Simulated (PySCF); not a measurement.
Two species compared at the same levels of theory.

First species: C₆H₅NO.
SMILES with atom numbers: `[CH:1]#[C:2]/[C:3](=[CH:4]\[C:5]#[N:6])[O:7][CH3:8]` (hydrogens: H9 on C1; H10 on C4; H11, H12, H13 on C8)

Second species: SnH3(NHMe), CH₇NSn.
SMILES: `C[NH][SnH3]`

Levels: wB97X-D/def2-SVPD for dipole moment, HOMO energy, LUMO energy, HOMO–LUMO gap and static isotropic polarisability; TDDFT wB97X-D/def2-SVPD for lowest singlet excitation; TDA wB97X-D/def2-SVPD for lowest triplet excitation (Tamm–Dancoff); ΔSCF wB97X-D/def2-SVPD for vertical ionisation energy; PBE0-D3(BJ)/def2-SVP for rotational constant A and rotational constant C. Geometries: PBE0-D3(BJ)/def2-SVP. Each species is one conformer at its optimised geometry, gas phase (atoms past krypton carry core potentials, spin–orbit coupling is left out); the electronic structure was computed with PySCF and density fitting.

Dipoles, sizes and rotational constants follow the conformer. The torsions of the flexible species, by atom-mapped SMILES:
- `[CH:1]#[C:2]/[C:3](=[CH:4]\[C:5]#[N:6])[O:7][CH3:8]`: C2–C3–O7–C8 -1°

Question: Which of the two has the higher T1 energy, and by how much?

Answer: The second: 4.93 eV against 2.83 eV, a difference of 2.10 eV.

Question: Which of the two has the higher rotational constant A, and by how much?

Answer: The second: 24.723 GHz against 3.848 GHz, a difference of 20.875 GHz.

Question: Which of the two has the higher HOMO energy, and by how much?

Answer: The second: -8.32 eV against -8.81 eV, a difference of 0.49 eV.

Question: Which of the two has the higher HOMO–LUMO gap, and by how much?

Answer: The second: 9.87 eV against 8.51 eV, a difference of 1.36 eV.

Question: Which of the two has the higher LUMO energy, and by how much?

Answer: The second: 1.55 eV against -0.30 eV, a difference of 1.85 eV.

Question: Which of the two has the higher dipole moment, and by how much?

Answer: The first: 5.64 D against 0.71 D, a difference of 4.93 D.

Question: Which has the higher vertical ionisation energy?

Answer: The first: 8.96 eV against 8.55 eV, a difference of 0.41 eV.

Question: Which of the two has the higher static isotropic polarisability, and by how much?

Answer: The first: 84.1 au against 64.0 au, a difference of 20.1 au.

On the first: The principal polarisabilities are 50.8, 87.5 and 113.9 au; their mean is the isotropic value. In wavenumbers S1 is 39200 cm⁻¹ (1 eV = 8065.54 cm⁻¹).

On the second: In atomic units the dipole is 0.28 e·bohr (1 au = 2.5417 D). The ΔSCF ionisation energy exceeds −ε(HOMO) by 0.23 eV with wB97X-D. Atoms past krypton carry effective core potentials; spin–orbit coupling is left out.
